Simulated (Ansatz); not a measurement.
Compare A (`[CH3][SnH2][CH2][SiH3]`) with its isomer B (`C[SiH](C)[SnH3]`).

Gas-phase electronic energies from Ansatz, PBE0-D4/def2-TZVP geometries. CBS: MP2 limit from def2 TZ/QZ plus the TZ coupled-cluster correction, frozen cores. Functionals use def2-TZVPP. B3LYP here is the variant with VWN-RPA as its local correlation; programs differ in this. def2 core potentials past Kr. For Sn outer-core shells are correlated without core-valence functions, which leaves a few kJ/mol of doubt a bond. Each species was taken in one conformer, which may not be the lowest.

A:

Z-matrix (Å, degrees):
```
C
Sn 1 2.139
H 1 1.090 2 109.9
H 1 1.090 2 109.9 3 119.8
H 1 1.090 2 110.3 3 -120.0
C 2 2.154 1 109.4 3 -58.4
H 2 1.712 1 110.4 3 -178.3
H 2 1.714 1 110.2 3 61.3
Si 6 1.862 2 113.8 1 -59.7
H 6 1.094 2 107.4 1 62.5
H 6 1.093 2 107.7 1 177.9
H 9 1.490 6 112.3 2 180.0
H 9 1.490 6 110.3 2 59.7
H 9 1.489 6 110.3 2 -59.3
```

B:

```xyz
14

C     0.695   -1.206   -1.311
Si    0.223    0.381   -0.428
C     1.480    0.814    0.896
Sn   -2.112    0.152    0.612
H    -0.021   -1.447   -2.100
H     1.683   -1.109   -1.768
H     0.725   -2.046   -0.613
H     0.161    1.493   -1.423
H     1.533    0.029    1.655
H     1.222    1.750    1.395
H     2.475    0.927    0.456
H    -2.595    1.575    1.431
H    -2.158   -1.122    1.758
H    -3.310   -0.191   -0.561
```

Q: Which is lower in electronic energy at CCSD(T)/CBS, and by how much? (An estimate is asked.)

A: Ansatz gave: B, by 45.9 kJ/mol.

Q: Give E(B) − E(A) in kJ/mol with PBE-D4, HF/def2-TZVPP, B3LYP-D4, r2SCAN-D4, CCSD/def2-TZVPP, ωB97M-V, B3LYP. (Best estimate.)

A: The calculation gave: PBE-D4 -65.2, HF/def2-TZVPP -51.1, B3LYP-D4 -58.1, r2SCAN-D4 -62.3, CCSD/def2-TZVPP -47.1, ωB97M-V -55.4, B3LYP -58.8. None reverses the order clearly.

Largest T1 diagnostic: 0.012.

In def2-TZVPP, CCSD(T) changes the Hartree–Fock value by +5.4 kJ/mol (the triples alone add +1.4 kJ/mol) and MP2 by +9.4 kJ/mol.
